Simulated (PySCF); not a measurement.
C2H10OSi2, SMILES OCC[SiH2][SiH3].

Geometry optimised at PBE-D3(BJ)/def2-SVP. Other conformers were not sampled.

Method: PBE-D3(BJ)/def2-SVP run with PySCF 2.14.0.

Frequencies are harmonic and unscaled.

Computed normal modes with their intensities:
```csv
mode,ν (cm⁻¹),IR (km/mol),moving atoms (share of kinetic energy)
1,53,1.1,"H 42 %, Si 29 %, C 19 %, O 9 %"
2,80,2.6,"H 47 %, O 21 %, C 20 %, Si 12 %"
3,98,0.1,"H 77 %, Si 12 %"
4,144,1.6,"C 40 %, H 35 %, Si 14 %, O 11 %"
5,207,4.2,"C 42 %, H 32 %, Si 17 %, O 9 %"
6,308,92.9,H 84 %
7,342,3.3,H 92 %
8,372,42.9,"O 35 %, Si 30 %, H 23 %, C 12 %"
9,421,3.8,"Si 70 %, H 16 %, O 9 %"
10,479,11.5,"H 80 %, Si 19 %"
11,536,0.8,"H 73 %, Si 23 %"
12,655,0.2,"H 85 %, Si 9 %"
13,661,8.9,"H 75 %, C 22 %"
14,747,26.6,"H 58 %, C 30 %, Si 10 %"
15,758,236.1,"H 79 %, Si 13 %"
16,837,130.0,"H 88 %, Si 10 %"
17,891,17.3,H 96 %
18,903,27.0,H 97 %
19,909,72.6,H 97 %
20,921,54.3,"H 77 %, C 19 %"
21,1005,22.3,"C 65 %, H 26 %, O 8 %"
22,1061,125.0,"C 45 %, O 33 %, H 22 %"
23,1103,17.6,"H 79 %, C 20 %"
24,1144,12.5,"H 62 %, C 33 %"
25,1251,16.5,"H 83 %, C 16 %"
26,1332,0.5,"H 81 %, C 16 %"
27,1364,55.0,"H 82 %, C 12 %"
28,1386,6.0,"H 89 %, C 11 %"
29,1437,0.6,"H 92 %, C 8 %"
30,2138,81.8,H 98 %
31,2146,37.6,H 98 %
32,2149,18.9,H 96 %
33,2161,142.1,H 96 %
34,2163,107.8,H 96 %
35,2889,54.1,H 93 %
36,2959,8.2,H 94 %
37,2998,17.1,"H 92 %, C 8 %"
38,3027,11.2,"H 91 %, C 9 %"
39,3696,19.9,H 94 %
```
